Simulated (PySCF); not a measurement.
Species: C9H12O.
Numbering: `[CH3:1][CH2:2][O:3][C@H:4]1[C@H:5]2[CH:6]=[CH:7][C@@H:8]1[CH:9]=[CH:10]2` (hydrogens: H11, H12, H13 on C1; H14, H15 on C2; H16 on C4; H17 on C5; H18 on C6; H19 on C7; H20 on C8; H21 on C9; H22 on C10)

Cartesian coordinates in Å at the PBE0-D3(BJ)/def2-SVP level; atoms count from 1:
```xyz
22
C9H12O angstrom
C      2.913   -0.707    0.276
C      1.754    0.246    0.116
O      0.574   -0.411    0.491
C     -0.553    0.386    0.496
C     -1.191    0.767   -0.889
C     -1.579   -0.635   -1.358
C     -1.955   -1.323   -0.277
C     -1.825   -0.386    0.927
C     -2.820    0.758    0.747
C     -2.439    1.446   -0.336
H      3.860   -0.218    0.007
H      2.778   -1.588   -0.368
H      2.982   -1.055    1.318
H      1.903    1.150    0.742
H      1.687    0.596   -0.933
H     -0.387    1.292    1.112
H     -0.587    1.364   -1.585
H     -1.571   -0.968   -2.396
H     -2.328   -2.346   -0.228
H     -1.797   -0.863    1.914
H     -3.685    0.938    1.385
H     -2.920    2.320   -0.776
```

Computed, not measured: PBE0-D3(BJ)/def2-SVP geometry optimisation, gas phase in PySCF 2.14.0.

Take the most abundant isotopes and a rigid rotor. The values belong to one conformer with, in the numbering `[CH3:1][CH2:2][O:3][C@H:4]1[C@H:5]2[CH:6]=[CH:7][C@@H:8]1[CH:9]=[CH:10]2`, C1–C2–O3–C4 175°, C2–O3–C4–C5 75°.

(1) What are A, B and C (GHz)?

(2) Classify the top.

(3) What does the inertial defect say?

(4) Give the other two planar moments, Paa and Pbb, and the rms extents of the mass along the axes.

(5) Predict some low-J microwave lines.

(6) Estimate the classical rotational partition function at 10 K, 50 K and 298.15 K.

## Answers

(1) Ia = 166.62, Ib = 555.25, Ic = 571.76 u·Å²; 505379 MHz·u·Å²/I gives 3033, 910.2 and 883.9 MHz, that is A = 3.0330, B = 0.9102, C = 0.8839 GHz.

(2) A near-prolate asymmetric top. Ray's parameter κ = (2B − A − C)/(A − C) = -0.976; −1 is the prolate and +1 the oblate limit.

(3) Not planar: Δ = Ic − Ia − Ib = -150.12 u·Å². For a rigid frame Δ = −2 Σ m c², so Σ m c² = 75.06 u·Å² lies off the ab plane: 19.59 from hydrogen and 55.47 from heavier atoms. The atom farthest from that plane is 2.14 Å away.

(4) Paa = Σ m a² = (Ib + Ic − Ia)/2 = 480.19 and Pbb = Σ m b² = (Ia + Ic − Ib)/2 = 91.57 u·Å². With the mass M = 136.09 u, the rms extents √(P/M) along a, b and c are 1.88, 0.82, 0.74 Å.

(5) The dipole components are |μa| = 0.24 D, |μb| = 0.87 D, |μc| = 0.48 D. Intensities carry the squares of the components, which stand as 0.08 : 1.00 : 0.31 (a : b : c). Some lines, for components of 0.1 D or more:

```tsv
type	branch	J(Ka,Kc)	MHz	lower level (cm⁻¹)
c	Q	2(1,2) ← 2(0,2)	2097	0.180
c	Q	1(1,1) ← 1(0,1)	2123	0.060
b	Q	3(1,2) ← 3(0,3)	2216	0.359
b	R	2(1,2) ← 1(0,1)	5685	0.060
c	Q	4(2,3) ← 4(1,3)	6277	0.674
b	Q	2(2,0) ← 2(1,1)	6369	0.252
c	R	4(1,3) ← 3(0,3)	9444	0.359
b	R	2(2,1) ← 1(1,0)	9983	0.132
b	Q	3(3,0) ← 3(2,1)	10679	0.644
b	Q	4(3,2) ← 4(2,3)	10681	0.883
b	R	3(2,2) ← 2(1,1)	11751	0.252
b	R	3(2,1) ← 2(1,2)	11831	0.249
c	R	4(2,2) ← 3(1,2)	13509	0.433
b	R	4(2,2) ← 3(1,3)	13667	0.428
```

(6) Point group C1, symmetry number σ = 1; q = (√π/σ)·√((kT/h)³/(ABC)), k/h = 20836.6 MHz/K: 3410 at 10 K, 38200 at 50 K, 556000 at 298.15 K.

Whether it is a minimum is left open (no frequencies). These are rigid-rotor constants of the computed structure; measured ground-state constants (B0) also hold zero-point vibration. A rigid rotor knows nothing of internal rotation, which can split or shift real lines.

The run took about 4 min of CPU time (one thread, shared machine). That covers the optimisation of the geometry.
